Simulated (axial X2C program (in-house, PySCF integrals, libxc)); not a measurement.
# Outer orbitals of SnSe⁻ at 2.439 Å, PBE0

Calculated with an in-house all-electron X2C program for linear molecules (integrals from PySCF). Spin-free means the one-electron spin-free X2C Hamiltonian; two-component (2c) means X2C with spin–orbit coupling and atomic mean-field two-electron Coulomb and Gaunt terms, so the difference of the two also holds small scalar two-electron terms. Basis: Sn dyall-acv3z [12s13p10d5f1g], Se dyall-acv3z [9s10p7d5f1g] (cores contracted in-house); Gaussian nuclei, density fitting, unrestricted open shells. Masses: Sn 119.902 u, Se 79.917 u.

The distance is close to the 2c PBE0 minimum; the highest filled and lowest empty levels are listed.

Spin-free orbitals, state M_S = 1/2, Λ = 1 (beyond evenly filled blocks: π+α) (Löwdin shares):

```json
{"symmetry": "δ+α", "occupied": "yes", "ε (eV)": "-23.31", "atomic character": "100% Sn d"}
{"symmetry": "δ-α", "occupied": "yes", "ε (eV)": "-23.28", "atomic character": "100% Sn d"}
{"symmetry": "σα", "occupied": "yes", "ε (eV)": "-23.24", "atomic character": "99% Sn d"}
{"symmetry": "σβ", "occupied": "yes", "ε (eV)": "-23.21", "atomic character": "99% Sn d"}
{"symmetry": "δ-β", "occupied": "yes", "ε (eV)": "-23.20", "atomic character": "100% Sn d"}
{"symmetry": "δ+β", "occupied": "yes", "ε (eV)": "-23.20", "atomic character": "100% Sn d"}
{"symmetry": "π+α", "occupied": "yes", "ε (eV)": "-23.19", "atomic character": "100% Sn d"}
{"symmetry": "π-α", "occupied": "yes", "ε (eV)": "-23.17", "atomic character": "100% Sn d"}
{"symmetry": "π+β", "occupied": "yes", "ε (eV)": "-23.13", "atomic character": "100% Sn d"}
{"symmetry": "π-β", "occupied": "yes", "ε (eV)": "-23.13", "atomic character": "100% Sn d"}
{"symmetry": "σα", "occupied": "yes", "ε (eV)": "-13.15", "atomic character": "71% Se s, 9% Sn p, 8% Sn s"}
{"symmetry": "σβ", "occupied": "yes", "ε (eV)": "-13.04", "atomic character": "72% Se s, 9% Sn p, 7% Sn s"}
{"symmetry": "σα", "occupied": "yes", "ε (eV)": "-6.93", "atomic character": "59% Sn s, 25% Se p, 7% Se s"}
{"symmetry": "σβ", "occupied": "yes", "ε (eV)": "-6.35", "atomic character": "57% Sn s, 28% Se p, 7% Se s"}
{"symmetry": "σα", "occupied": "yes", "ε (eV)": "-2.11", "atomic character": "48% Se p, 36% Sn p, 10% Sn s"}
{"symmetry": "π+α", "occupied": "yes", "ε (eV)": "-1.99", "atomic character": "68% Se p, 24% Sn p, 4% Sn d"}
{"symmetry": "σβ", "occupied": "yes", "ε (eV)": "-1.91", "atomic character": "45% Se p, 36% Sn p, 13% Sn s"}
{"symmetry": "π-α", "occupied": "yes", "ε (eV)": "-1.74", "atomic character": "69% Se p, 22% Sn p, 4% Sn d"}
{"symmetry": "π+β", "occupied": "yes", "ε (eV)": "-1.63", "atomic character": "74% Se p, 16% Sn p, 5% Sn d"}
{"symmetry": "π-β", "occupied": "yes", "ε (eV)": "-1.63", "atomic character": "74% Se p, 16% Sn p, 5% Sn d"}
{"symmetry": "π+α", "occupied": "yes", "ε (eV)": "0.57", "atomic character": "59% Sn p, 16% Se p, 11% Sn d"}
{"symmetry": "π-α", "occupied": "no", "ε (eV)": "1.93", "atomic character": "62% Sn p, 14% Se p, 12% Sn d"}
{"symmetry": "π+β", "occupied": "no", "ε (eV)": "2.49", "atomic character": "70% Sn p, 10% Sn d, 9% Se p"}
{"symmetry": "π-β", "occupied": "no", "ε (eV)": "2.49", "atomic character": "70% Sn p, 10% Sn d, 9% Se p"}
{"symmetry": "σα", "occupied": "no", "ε (eV)": "2.61", "atomic character": "72% Sn p, 24% Sn s"}
```

The highest filled level is positive, so this functional does not bind it, and the empty levels of an anion are set by the basis.

Spinors with spin–orbit coupling (state Ω = 1/2):

| ω | occupied | ε (eV) | atomic character | λ mixture |
| --- | --- | --- | --- | --- |
| 3/2 | yes | -23.80 | 100% Sn d | 85% δ, 15% π |
| 1/2 | yes | -23.72 | 100% Sn d | 59% π, 41% σ |
| -3/2 | yes | -23.72 | 100% Sn d | 81% δ, 19% π |
| -1/2 | yes | -23.70 | 100% Sn d | 55% π, 45% σ |
| -5/2 | yes | -22.79 | 100% Sn d | 100% δ |
| 1/2 | yes | -22.72 | 99% Sn d | 59% σ, 41% π |
| -1/2 | yes | -22.71 | 99% Sn d | 55% σ, 45% π |
| 5/2 | yes | -22.71 | 100% Sn d | 100% δ |
| -3/2 | yes | -22.69 | 100% Sn d | 81% π, 19% δ |
| 3/2 | yes | -22.68 | 100% Sn d | 85% π, 15% δ |
| -1/2 | yes | -13.10 | 71% Se s, 9% Sn p, 8% Sn s | 100% σ |
| 1/2 | yes | -13.00 | 72% Se s, 9% Sn p, 7% Sn s | 100% σ |
| -1/2 | yes | -6.88 | 59% Sn s, 25% Se p, 7% Se s | 100% σ |
| 1/2 | yes | -6.29 | 57% Sn s, 29% Se p, 7% Se s | 100% σ |
| -1/2 | yes | -2.09 | 49% Se p, 34% Sn p, 10% Sn s | 96% σ, 4% π |
| 1/2 | yes | -2.08 | 68% Se p, 23% Sn p, 4% Sn d | 97% π, 3% σ |
| 1/2 | yes | -1.88 | 45% Se p, 37% Sn p, 13% Sn s | 96% σ, 4% π |
| -1/2 | yes | -1.69 | 72% Se p, 18% Sn p, 5% Sn d | 96% π, 4% σ |
| -3/2 | yes | -1.59 | 69% Se p, 22% Sn p, 4% Sn d | 100% π |
| 3/2 | yes | -1.48 | 74% Se p, 16% Sn p, 6% Sn d | 100% π |
| 1/2 | yes | 0.50 | 58% Sn p, 17% Se p, 11% Sn d | 99% π, 1% σ |
| -3/2 | no | 2.06 | 63% Sn p, 13% Se p, 12% Sn d | 100% π |
| -1/2 | no | 2.44 | 69% Sn p, 10% Se p, 10% Sn d | 99% π, 1% σ |
| 3/2 | no | 2.59 | 72% Sn p, 10% Sn d, 8% Se p | 100% π |
| -1/2 | no | 2.63 | 75% Sn p, 21% Sn s | 100% σ |

The highest filled level is positive, so this functional does not bind it, and the empty levels of an anion are set by the basis.

Task: How does the gap between the highest filled and lowest empty level change from the spin-free to the 2c table?

Result: From 1.36 to 1.56 eV at PBE0, a change of 0.20 eV.

Mulliken charges and populations of the two-component result (they depend on the basis, above all on diffuse functions):

Sn -0.10 e (s 9.84 p 20.16 d 20.08 f 0.02), Se -0.90 e (s 8.02 p 16.82 d 10.06 f 0.01). ⟨Lz⟩ = 1.00 ħ and ⟨Sz⟩ = -0.50 ħ (-0.48 and -0.02 on the two atoms), which add up to Ω.

The state is a single determinant with fixed occupations, the lowest that a limited PBE0 search found. Density functionals use the spin component along the axis (collinear). The functionals have no current-density term, which raises determinants with orbital currents, atoms included. The highest occupied level of some functionals is positive through self-interaction error; at Hartree–Fock it is bound.
